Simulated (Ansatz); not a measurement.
`BCC=N` and `N=CCS` differ in one atom or group.

Ansatz, PBE0-D4/def2-TZVP geometries, multiplicity 1. Each molecule was computed in one conformer, which needn't be the lowest.

```json
{"property": "LUMO energy (ωB97M-V/def2-TZVPP) / eV", "`BCC=N`": "0.29"}
{"property": "HOMO–LUMO gap (PBE/def2-TZVPP) / eV", "`BCC=N`": "3.41"}
{"property": "LUMO energy (B3LYP/def2-TZVPP) / eV", "`BCC=N`": "-1.88"}
{"property": "HOMO energy (PBE0/def2-TZVPP) / eV", "`BCC=N`": "-7.56"}
{"property": "LUMO energy (PBE0/def2-TZVPP) / eV", "`BCC=N`": "-1.64"}
{"property": "size of the dipole moment (ωB97M-V/def2-TZVPP) / D", "`BCC=N`": "2.44"}
```

Task: Give the same properties after the change, and the shifts. (Best estimate.)

Result: Ansatz gave: 
```
                                          property  `N=CCS`  shift
             LUMO energy (ωB97M-V/def2-TZVPP) / eV     1.72   1.43
               HOMO–LUMO gap (PBE/def2-TZVPP) / eV     4.19   0.78
               LUMO energy (B3LYP/def2-TZVPP) / eV    -0.76   1.12
                HOMO energy (PBE0/def2-TZVPP) / eV    -7.07   0.49
                LUMO energy (PBE0/def2-TZVPP) / eV    -0.51   1.13
size of the dipole moment (ωB97M-V/def2-TZVPP) / D     2.43  -0.01
```

With PBE0 the HOMO rises by 0.49 eV and the LUMO rises by 1.13 eV, so the gap widens by about 0.64 eV. PBE moves the HOMO by 0.27 eV and ωB97M-V by 0.64 eV. The zero-point energy changes by -26.5 kJ/mol with -3 modes. Dipoles are sizes alone; their direction can turn.

B3LYP here is the variant with VWN-RPA as its local correlation; programs differ in this.
